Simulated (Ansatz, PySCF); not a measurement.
Gas-phase reaction (SMILES): C[O][Ge]([Br])([O]C)[O]C + [H][H] (H2) → C[O][GeH]([O]C)[O]C [trimethoxygermane] + Br (HBr); hydrogen cleaves one Ge-Br bond, a model of a ligand-exchange step.

Each molecule is optimised on its own at B3LYP-D3(BJ)/def2-TZVP (Ansatz, a quantum-chemistry and plane-wave program), one conformer each, not searched for the lowest. Correlated levels leave the core frozen unless marked. No spin-orbit coupling. Frozen are the shells of the preceding noble gas and the d and f shells that filled before the atom's block. Non-relativistic. CBS(X,Y): correlation extrapolated as X^-3; Hartree-Fock from the larger set. [CCSD(T)-MP2]/basis is that difference in the basis named. Thermal terms are rigid-rotor harmonic-oscillator values from B3LYP-D3(BJ) frequencies (Ansatz or PySCF) at 298.15 K and 1 atm. 1 Eh = 627.5095 kcal/mol.

```csv
species,"E, RI-MP2/CBS(aug-cc-pVTZ,aug-cc-pVQZ)+[CCSD(T)-MP2]/aug-cc-pVTZ (Ansatz) (Eh)","E, PBE/def2-TZVPD (Ansatz) (Eh)",H - E (Eh)
C[O][Ge]([Br])([O]C)[O]C,-4993.39461,-4995.69372,0.14101
[H][H] (H2),-1.17524,-1.16589,0.01336
C[O][GeH]([O]C)[O]C,-2421.25431,-2422.46252,0.14584
Br (HBr),-2573.28323,-2574.36895,0.00927
```

Question: Work out ΔE and ΔH at 298.15 K at the first level, then ΔH at the second.

Answer: 
1. ΔE = [(-2421.25431) + (-2573.28323)] - [(-4993.39461) + (-1.17524)] = 0.03231 Eh = 20.3 kcal/mol at RI-MP2/CBS(aug-cc-pVTZ,aug-cc-pVQZ)+[CCSD(T)-MP2]/aug-cc-pVTZ.
2. The terms H - E add up to 0.00074 Eh, so ΔH = (0.03231 + (0.00074))×627.5095 = 20.7 kcal/mol.
3. At PBE/def2-TZVPD the same steps give ΔE = 17.7 and ΔH = 18.1 kcal/mol, a shift of -2.6 from the first level.
4. These values are not checked against measurement here, since the tables used lack a sound gas-phase enthalpy of formation for at least one species.
